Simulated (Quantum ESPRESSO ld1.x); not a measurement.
Results of a calculation; reference values are marked as such.
Task: The mean radii <r> (bohr) of the occupied orbitals of an atom or ion are listed with their occupations. Level of theory: Dirac Kohn-Sham, PBE, spin-unpolarised, spherical densities, point nucleus (ld1.x of Quantum ESPRESSO 7.5).

| orbital | occ. | <r> |
|---|---|---|
| 1s1/2 | 2 | 0.01600 |
| 2s1/2 | 2 | 0.06452 |
| 2p1/2 | 1 | 0.05255 |

Name the element and its charge. Open shells, if any, fill j = l - 1/2 first.

Result: Z = 82, lead, charge +77: Pb77+ in [He] 2s2 2p1. The 1s radius gives Z: for a bare nucleus <r> = (2 gamma + 1)/(2Z) with gamma = sqrt(1 - (Z/c)^2), 0.01587 bohr for Z = 82, and screening makes it slightly larger (0.01600 here). The occupations add up to 5, and the charge is Z minus that.
